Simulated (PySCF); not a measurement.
**Unknown compound**

The spectra below were simulated for a compound C6H8ClFO.

1H NMR (600 MHz, computed): δ 6.97 (m, 1H), 4.27 (m, 1H), 1.09 (d, 6H).

13C{1H} NMR (computed): δ 175.4 (CH), 162.2 (C), 126.5 (C), 33.9 (CH), 23.7 (CH3).

PySCF 2.14 calculation with shieldings: GIAO PBE0/pcSseg-1 and structure optimised with GFN2-xTB; averaged over atoms made equivalent by symmetry, fast rotation or ring inversion, a single conformation, non-relativistic Hamiltonian, no solvent model.

Scale: TMS for 1H, 13C (reference shieldings calculated alike).

Question: Which candidate is it?
A. F[C@@]12CC[C@@H](O1)[C@@H](Cl)C2
B. CC(C)/C=C(/Cl)C(=O)F
C. C[C@H]1[C@@H](C(=O)Cl)C[C@@H]1F

Answer: B. 

1. Rings plus π bonds: 2 (no ring in the answer).
2. 5 carbon signals for 6 carbons: some carbons are equivalent by symmetry or fast rotation.
3. Carbon types of the structure: 2 × C, 2 × CH, 2 × CH3, which accounts for all hydrogens.
4. δC 175.4: β carbon of a C=C–C=O unit; conjugation with the carbonyl draws π density from the β position.
5. δC 162.2: carbonyl carbon.
6. δC 126.5: α carbon of a C=C–C=O unit; an sp2 carbon of a C=C bond.
7. δC 33.9: allylic sp3 CH; aliphatic region, no heteroatom directly attached.
8. δH 6.97: hydrogen on a β carbon of a C=C–C=O unit; attached to an sp2 carbon and in the plane of the double bond.

The others: F[C@@]12CC[C@@H](O1)[C@@H](Cl)C2 would give 6 carbon signals, not 5; C[C@H]1[C@@H](C(=O)Cl)C[C@@H]1F would give 6 carbon signals, not 5.

Carbons that carry Cl, above all several Cl atoms, come out too deshielded, partly because spin–orbit coupling is missing. Splittings by 19F in the carbon and heteronuclear signals aren't shown, as no couplings were computed. Shifts are as computed. Against solution values, carbons near 30 ppm lie about +3 ppm off and those near 130 ppm about +5 ppm; carbons on Cl a further +6 ppm. Of 1211 compounds with measured shifts, 218 miss one by over three times the rms of a fit or turn the order of signals round; such compounds aren't used in these exercises. Multiplicities follow the n + 1 count of equivalent neighbours, as no J values were calculated; m marks all less simple cases, F and P coupling included.
